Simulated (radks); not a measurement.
The numbers below are computed, except where a source is named.
Gd49+, 15 electrons, occupied as [Ne] 3s2 3p3.

Code: a radial shooting solver on a logarithmic mesh with Libxc functionals. Model: Dirac Kohn-Sham, exchange-only PBE, spin-unpolarised, spherical densities, finite nucleus; open shells fill j = l - 1/2 first; Fermi nuclear charge, rms radius 5.1569 fm.

Energy parts (hartree):
part                   energy
total              -8911.9375
kinetic             9901.7063
electron-nucleus  -19687.6551
Hartree             1008.2663
exchange            -134.2550

Orbitals (lengths in bohr, moments of r in powers of bohr; <r^-3> diverges for s and p1/2; r(max) is where P^2 peaks):
orbital,occ.,eigenvalue (hartree),<r^-3>,r(max)
1s1/2,2,-1964.058,-,0.01392
2s1/2,2,-423.1897,-,0.07870
2p1/2,2,-409.4339,-,0.05942
2p3/2,4,-383.2085,10170,0.06513
3s1/2,2,-167.7731,-,0.2117
3p1/2,2,-162.7254,-,0.1979
3p3/2,1,-155.9779,2722,0.2081

The highest occupied level is 3p3/2 at -4244.4 eV. Summed over all electrons, <r^2> = 0.3406 bohr^2, which gives a Langevin (diamagnetic) susceptibility term of -0.27 x 10^-6 cm^3/mol. For comparison, the ionisation energy in NIST's Atomic Spectra Database is 4294 eV (theoretical). In exact Kohn-Sham theory the highest level is minus the ionisation energy, but local and semilocal functionals leave it too shallow, through self-interaction and a potential that decays too fast; potentials with the right tail come closer. The electron density at the nucleus is 6.3e+05 e/bohr^3.

Beside tabulated values, note that spin-unpolarised runs miss the spin-polarisation part of the exchange energy of open shells.
